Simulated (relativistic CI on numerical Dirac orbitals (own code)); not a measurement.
Tb¹²⁺: q coefficients and field-shift factors

These numbers are calculated, not measured: Dirac-Coulomb-Breit CI, KLI orbitals optimised for each configuration, derivatives by finite differences, unscaled Slater integrals, QED left out (own radial code, finite nucleus).

Configuration list (outside the closed core [Kr] 4d10): 4f⁵5s², 4f³5s²5p6s, 4f³5s²6s², 4f⁵6s². The list is cut by size and lacks configurations that can hold low levels.

With x = (α/α₀)² − 1 an excitation energy changes as ω = ω₀ + qx; K = 2q/ω₀ is the relative enhancement. Terms are leading LS components, so labels can repeat. The field-shift factor is F = δν/δ⟨r²⟩ for the transition from the lowest level.

Lowest level 4f⁵5s² ⁶H°5/2.

| Level | ω₀ (cm⁻¹) | q (cm⁻¹) | K | F (GHz/fm²) |
| --- | --- | --- | --- | --- |
| 4f⁵5s² ⁶H°7/2 | 1907.0 | 2219 | 2.33 | 0.0983 |
| 4f⁵5s² ⁶H°9/2 | 4098.4 | 4491 | 2.19 | 0.202 |
| 4f⁵5s² ⁶H°11/2 | 6468.4 | 6647 | 2.06 | 0.305 |
| 4f⁵5s² ⁶H°13/2 | 8938.4 | 8598 | 1.92 | 0.403 |
| 4f⁵5s² ⁶H°15/2 | 11442.0 | 10270 | 1.79 | 0.493 |
| 4f⁵5s² ⁶F°1/2 | 11539.9 | 2638 | 0.457 | 0.244 |
| 4f⁵5s² ⁶F°3/2 | 11924.5 | 2612 | 0.438 | 0.248 |
| 4f⁵5s² ⁶F°5/2 | 12770.2 | 3029 | 0.474 | 0.274 |
| 4f⁵5s² ⁶F°7/2 | 14353.2 | 4748 | 0.662 | 0.351 |
| 4f⁵5s² ⁶F°9/2 | 16521.1 | 7050 | 0.853 | 0.455 |
| 4f⁵5s² ⁶F°11/2 | 19053.9 | 9411 | 0.988 | 0.566 |
| 4f⁵5s² ⁴G°5/2 | 29525.8 | -1818 | -0.123 | 0.368 |
| 4f⁵5s² ⁴F°3/2 | 30743.2 | 778.4 | 0.0506 | 0.468 |

At this charge energies of transitions that change n are usually good to better than 1 %, and those within a shell (Δn = 0) to a few per cent. Terms inside the open d or f shell come out 10 to 20 % too wide with unscaled integrals. Levels and lines within the n = 5 or 6 shells can be off by up to 10 % or somewhat more, and those that change n by about 2 %, since core polarisation is missing.
